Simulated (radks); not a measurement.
Species: the manganese ion Mn+. Configuration: [Ar] 3d5 4s1 (the NIST ground configuration).

Calculated with a radial shooting solver on a logarithmic mesh with Libxc functionals: scalar-relativistic Kohn-Sham, r2SCAN, spin-polarised, spherical densities, finite nucleus; open shells are filled with parallel spins first; meta-GGA in the generalised Kohn-Sham scheme; Fermi nuclear charge, rms radius 3.7057 fm.

Energy parts (eV):
| part | energy |
|---|---|
| total | -31524.029 |
| kinetic | 31873.790 |
| electron-nucleus | -75071.832 |
| Hartree | 13097.092 |
| exchange-correlation | -1423.079 |

Orbitals (lengths in bohr, moments of r in powers of bohr; r(90%) holds 90 % of the orbital's charge):
orbital,occ.,eigenvalue (eV),<r^2>,<r>,r(90%)
1s up,1,-6459.814,0.004991,0.06091,0.109
1s down,1,-6459.811,0.004991,0.06091,0.109
2s up,1,-760.7136,0.09207,0.2791,0.433
2s down,1,-757.9796,0.09156,0.2784,0.431
2p up,3,-643.8879,0.07524,0.2473,0.405
2p down,3,-641.7927,0.07471,0.2465,0.404
3s up,1,-99.1048,0.8357,0.8510,1.27
3s down,1,-92.3130,0.8447,0.8556,1.28
3p up,3,-66.5543,0.9628,0.9039,1.39
3p down,3,-59.7617,0.9742,0.9093,1.40
3d up,5,-16.7789,1.770,1.163,2.01
4s up,1,-12.8948,8.457,2.725,4.04
3d down,0,-9.9241,2.063,1.231,2.18

The highest occupied level is 4s up at -12.895 eV. Spin moment in Bohr magnetons: 6. The spin density at the nucleus is 6.131 e/bohr^3 (1s 0.148, 2s -2.750, 3s 1.606, 4s 7.127).
